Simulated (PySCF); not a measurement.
Compound: C9H9ClSe.
SMILES with atom numbers: `[CH3:1][Se:2][c:3]1[cH:4][cH:5][c:6](/[CH:7]=[CH:8]/[Cl:9])[cH:10][cH:11]1` (hydrogens: H12, H13, H14 on C1; H15 on C4; H16 on C5; H17 on C7; H18 on C8; H19 on C10; H20 on C11)

The calculation used PBE0-D3(BJ)/def2-SVP geometry optimisation, gas phase in PySCF 2.14.0.

Question: List the bond lengths, angles and torsions at this level.

Answer: 
```
                  bond  length (pm)
                C1–Se2        193.4
                Se2–C3        189.8
         C3–C4, C3–C11        140.1
        C4–C5, C10–C11        138.9
         C5–C6, C6–C10        140.4
                 C6–C7        146.2
                 C7=C8        133.9
                C8–Cl9        172.2
C1–H12, C1–H13, C1–H14        109.8
       C4–H15, C11–H20        109.2
       C5–H16, C10–H19        109.3
                C7–H17        109.5
                C8–H18        109.2
```

Bonds in one row agree within 1 pm and their mean is given. A selection of angles:
```
     angle  degrees
 C1–Se2–C3    100.3
 Se2–C3–C4    124.2
Se2–C3–C11    117.1
 C4–C3–C11    118.7
  C3–C4–C5    120.0
  C4–C5–C6    121.9
  C5–C6–C7    119.0
 C5–C6–C10    117.4
 C7–C6–C10    123.6
  C6–C7–C8    126.3
 C7–C8–Cl9    122.7
C3–C11–C10    120.8
```

Dihedral angles: C1–Se2–C3–C4 -1° (synperiplanar); C5–C6–C7–C8 174° (antiperiplanar); C6–C7–C8–Cl9 180° (antiperiplanar). The mirror-image conformer, all signs reversed, is as good.

The 8 C–C bonds span 1.339 Å (C7=C8, drawn double) to 1.462 Å (C6–C7, drawn single), a spread of 0.123 Å. Of the pairs four or more bonds apart, C1···H15 is among the closest relative to their van der Waals radii: 2.58 Å, 89 % of the sum of Bondi's values. Se2 (selenium bonded to 2 C) is bent (angle 100.3°). The C–Se distances run from 1.898 Å (Se2–C3, drawn single) to 1.934 Å (C1–Se2, drawn single), a spread of 0.036 Å. The 6-membered ring C3–C4–C5–C6–C10–C11 has internal angles of 117.4° to 121.9°; it is planar, 0.00 Å rms from its mean plane, widest ring torsion 0°.

Point group: near Cs, missed by 0.37 Å at most; the miss may be what the optimiser left on a soft mode. Stationary, but not proved a minimum. The numbers are those of one conformer.
